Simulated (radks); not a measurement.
Results of a calculation; reference values are marked as such.
Effect of the nuclear size on the bromine ion Br2+, [Ar] 3d10 4s2 4p3. Code: a radial shooting solver on a logarithmic mesh with Libxc functionals. Model: Dirac Kohn-Sham, BLYP, spin-unpolarised, spherical densities, finite nucleus; open shells fill j = l - 1/2 first; Fermi nuclear charge, rms radius 4.1629 fm. The rms radius is varied about that value; shifts are against it.

rms radius (fm)  total energy shift (eV)  density at nucleus (e/bohr^3)  1s1/2 shift (meV)  2s1/2 shift (meV)  3p1/2 shift (meV)  4s1/2 shift (meV)
3.4344                            -0.173                      4.504e+04              -73.6              -7.38              0.118             -0.128
3.8923                           -0.0680                      4.462e+04              -28.9              -2.90              0.046             -0.050
4.1629                                 0                      4.439e+04              0.000              0.000              0.000              0.000
4.4127                            0.0665                       4.42e+04               28.2               2.83             -0.045              0.049
5.1578                             0.286                      4.368e+04                121               12.2             -0.195              0.211

Slopes of the eigenvalues against <r^2> in GHz/fm^2, as finite differences over the two radii next to the reference (eigenvalue slopes, not the field-shift constants of lines): 1s1/2 3190, 2s1/2 321, 3p1/2 -5.12, 4s1/2 5.56.
